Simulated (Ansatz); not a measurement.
`CBO` + CH₃NH₂ → `CNBO` + CH₄ at 298.15 K and 1 bar (ligand exchange at a B–C bond).

Calculated with Ansatz (gas phase, PBE0-D4/def2-TZVP geometries, no zero-point term in ΔE). CBS: MP2 limit from def2 TZ/QZ plus the TZ coupled-cluster correction, frozen cores. This one scheme is used for every species. One conformer a species, not always the lowest.

```
species  CCSD(T)/CBS energy (Eh)  H − E (kJ/mol)  S (J/(mol·K))
  `CBO`               -141.08489           182.2          272.4
 CH₃NH₂                -95.75281           180.0          240.4
 `CNBO`               -196.42143           235.1          295.4
    CH₄                -40.46206           127.4          186.2
```

H − E and S are ideal-gas, rigid-rotor, harmonic terms from PBE0-D4/def2-TZVP, for one conformer and one mirror image of each species. 1 Eh = 2625.50 kJ/mol, R = 8.31446 J/(mol·K).

Task: By hand: ΔE, ΔH, ΔS and ΔG.

Result: ΔE = (-196.42143) + (-40.46206) − (-141.08489) − (-95.75281) = -0.04579 Eh = -120.2 kJ/mol. Δ(H − E) = 235.1 + 127.4 − 182.2 − 180.0 = 0.3, so ΔH = -119.9 kJ/mol. ΔS = 295.4 + 186.2 − 272.4 − 240.4 = -31.2 J/(mol·K). ΔG = -119.9 − 298.15 × (-31.2)/1000 = -110.6 kJ/mol.

Task: By hand: the equilibrium constant, and the temperature at which ΔG would vanish if ΔH and ΔS stayed fixed.

Result: log₁₀ K = −ΔG/(RT ln 10) = 19.4. ΔG = 0 at ΔH/ΔS = 3843 K, far beyond where these terms or the molecules hold.

ΔH outweighs TΔS. A doubt of 5 kJ/mol in ΔE shifts log₁₀ K by 0.9 here. Other conformers and mirror images would add mixing entropy, several J/(mol·K) or more a flexible species. These are equilibria of isolated gas molecules and say nothing of rates. Largest T1 diagnostic: 0.012 (customary marks: 0.02 for closed shells, 0.045 for open ones).
